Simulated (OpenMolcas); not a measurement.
A run on Ag2+ with its 8 nearest fluoride ions at 2.377 Å, on the Ba site of BaF2 (a = 6.2001 Å, distance in the model lattice 2.685 Å). The rest of the host is ab initio model potentials to 7.6 Å and point charges beyond; the distance is set by hand and nothing relaxes. Ligand basis ANO-RCC-VDZP.
```
Ag    0.0000    0.0000    0.0000
F     1.3724    1.3724    1.3724
F     1.3724    1.3724   -1.3724
F     1.3724   -1.3724    1.3724
F     1.3724   -1.3724   -1.3724
F    -1.3724    1.3724    1.3724
F    -1.3724    1.3724   -1.3724
F    -1.3724   -1.3724    1.3724
F    -1.3724   -1.3724   -1.3724
```

```
Program             : OpenMolcas
Method              : CASSCF
Basis               : ANO-RCC-VDZP [6s5p3d1f]
Scalar Hamiltonian  : DKH2, point nucleus
Active space        : 9 electrons in 5 orbitals (4d)
State averaging     : 2S+1 = 2 even, 5 roots
Spin-orbit coupling : state interaction with AMFI integrals over the reference wave functions
```

155 basis functions. Blocks (2S+1, parity, CSFs, roots kept): 2, even, 5, 5.

Task: How long do the RASSCF and RASSI steps take on 1 thread of Arm Neoverse V2, on a shared host?

Result: About 10 s of wall time, without the integral step.
